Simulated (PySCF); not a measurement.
CH$_{6}$BClOSi (SMILES CB(Cl)O[SiH3]), singlet, at a GFN2-xTB geometry; B3LYP/6-31G in PySCF.

Input for PySCF:
```python
from pyscf import gto, scf, dft, solvent

mol = gto.Mole()
mol.atom = '''
    B    -0.084255    0.488137    0.463124
    Cl    0.972733    1.835962    0.129081
    C    -1.047245    0.565566    1.724179
    H    -1.653847   -0.330285    1.826223
    H    -1.716166    1.420884    1.654151
    H    -0.479385    0.696079    2.643107
    O    -0.022900   -0.531420   -0.360838
    Si   -0.328724   -1.971191   -1.033584
    H    -1.357579   -2.671000   -0.259795
    H     0.952764   -2.667844   -0.983295
    H    -0.792176   -1.645237   -2.378586
'''
mol.basis = '6-31g'
mol.charge = 0
mol.spin = 0
mol.verbose = 4
mol.build()

mf = dft.RKS(mol)
mf.xc = 'b3lyp'
mf.kernel()
```

### Question
Write the output that PySCF gives for this input, abridged.

### Answer

```
PySCF version 2.14.0

[INPUT] verbose = 4
[INPUT] num. atoms = 11
[INPUT] num. electrons = 56
[INPUT] charge = 0
[INPUT] spin (= nelec alpha-beta = 2S) = 0
[INPUT] symmetry False subgroup None
[INPUT] Mole.unit = angstrom
[INPUT] Symbol           X                Y                Z      unit          X                Y                Z       unit  Magmom
[INPUT]  1 B     -0.084255000000   0.488137000000   0.463124000000 AA   -0.159218874625   0.922445241267   0.875177521713 Bohr   0.0
[INPUT]  2 Cl     0.972733000000   1.835962000000   0.129081000000 AA    1.838198962327   3.469465355109   0.243927737885 Bohr   0.0
[INPUT]  3 C     -1.047245000000   0.565566000000   1.724179000000 AA   -1.979006235320   1.068764845366   3.258226099726 Bohr   0.0
[INPUT]  4 H     -1.653847000000  -0.330285000000   1.826223000000 AA   -3.125317881934  -0.624148193052   3.451061312382 Bohr   0.0
[INPUT]  5 H     -1.716166000000   1.420884000000   1.654151000000 AA   -3.243083724290   2.685081614777   3.125892358675 Bohr   0.0
[INPUT]  6 H     -0.479385000000   0.696079000000   2.643107000000 AA   -0.905906358225   1.315398671061   4.994748347921 Bohr   0.0
[INPUT]  7 O     -0.022900000000  -0.531420000000  -0.360838000000 AA   -0.043274728253  -1.004238257116  -0.681884995336 Bohr   0.0
[INPUT]  8 Si    -0.328724000000  -1.971191000000  -1.033584000000 AA   -0.621198330572  -3.725011129208  -1.953190686732 Bohr   0.0
[INPUT]  9 H     -1.357579000000  -2.671000000000  -0.259795000000 AA   -2.565452502461  -5.047458478713  -0.490941398531 Bohr   0.0
[INPUT] 10 H      0.952764000000  -2.667844000000  -0.983295000000 AA    1.800463021345  -5.041494503064  -1.858158249654 Bohr   0.0
[INPUT] 11 H     -0.792176000000  -1.645237000000  -2.378586000000 AA   -1.496995682453  -3.109047340001  -4.494876103725 Bohr   0.0

nuclear repulsion = 262.233398662353
number of shells = 41
number of NR pGTOs = 182
number of NR cGTOs = 65
basis = 6-31g
ecp = {}

******** <class 'pyscf.dft.rks.RKS'> ********
method = RKS
initial guess = minao
damping factor = 0
level_shift factor = 0
DIIS = <class 'pyscf.scf.diis.CDIIS'>
diis_start_cycle = 1
diis_space = 8
diis_damp = 0
SCF conv_tol = 1e-09
SCF conv_tol_grad = None
SCF max_cycles = 50
direct_scf = True
direct_scf_tol = 1e-13
XC library pyscf.dft.libxc version 7.1.2
    S. Lehtola, C. Steigemann, M. J. T. Oliveira, and M. A. L. Marques,  SoftwareX 7, 1–5 (2018)
XC functionals = b3lyp
    P. J. Stephens, F. J. Devlin, C. F. Chabalowski, and M. J. Frisch,  J. Phys. Chem. 98, 11623 (1994)
radial grids:
    Treutler-Ahlrichs [JCP 102, 346 (1995); DOI:10.1063/1.469408] (M4) radial grids

becke partition: Becke, JCP 88, 2547 (1988); DOI:10.1063/1.454033
pruning grids: <function nwchem_prune>
grids dens level: 3
symmetrized grids: False
atomic radii adjust function: <function treutler_atomic_radii_adjust>
small_rho_cutoff = 0
Set gradient conv threshold to 3.16228e-05
Initial guess from minao.
tot grids = 139160
init E= -891.969061095681
  HOMO = -0.352838710054065  LUMO = -0.0492611623649297  gap/eV = 8.26077
cycle= 1 E= -891.381025250185  delta_E= 0.588  |g|= 0.786  |ddm|= 3.03
  HOMO = -0.168061778667881  LUMO = 0.0103087262510666  gap/eV = 4.85371
cycle= 2 E= -891.163727965078  delta_E= 0.217  |g|= 1.32  |ddm|=  1.7
  HOMO = -0.278468102499802  LUMO = -0.00940326716437068  gap/eV = 7.32163
cycle= 3 E= -891.501137267668  delta_E= -0.337  |g|= 0.163  |ddm|= 1.21
  HOMO = -0.298047900412945  LUMO = -0.000515615255054946  gap/eV = 8.09627
cycle= 4 E= -891.507793091002  delta_E= -0.00666  |g|= 0.0309  |ddm|= 0.219
  HOMO = -0.295571922410291  LUMO = 0.000253771064701924  gap/eV = 8.04983
cycle= 5 E= -891.508035514553  delta_E= -0.000242  |g|= 0.00619  |ddm|= 0.0324
  HOMO = -0.295103719716036  LUMO = -0.000406579010640673  gap/eV = 8.01912
cycle= 6 E= -891.508048308406  delta_E= -1.28e-05  |g|= 0.00122  |ddm|= 0.0102
  HOMO = -0.29524800551059  LUMO = -0.00039707609855566  gap/eV = 8.02330
cycle= 7 E= -891.508048672919  delta_E= -3.65e-07  |g|= 0.000388  |ddm|= 0.00196
  HOMO = -0.29523646071442  LUMO = -0.000385063057291246  gap/eV = 8.02332
cycle= 8 E= -891.508048720547  delta_E= -4.76e-08  |g|= 5.63e-05  |ddm|= 0.000687
  HOMO = -0.295226791662695  LUMO = -0.000383578527045403  gap/eV = 8.02309
cycle= 9 E= -891.508048721635  delta_E= -1.09e-09  |g|= 1.21e-05  |ddm|= 0.00012
  HOMO = -0.295229113751905  LUMO = -0.000385074371629379  gap/eV = 8.02311
cycle= 10 E= -891.508048721686  delta_E= -5.07e-11  |g|= 1.34e-06  |ddm|= 2.01e-05
  HOMO = -0.295229031644814  LUMO = -0.000384781966782599  gap/eV = 8.02312
Extra cycle  E= -891.50804872168  delta_E= 5.46e-12  |g|= 2.09e-06  |ddm|= 3.39e-06
converged SCF energy = -891.50804872168
```
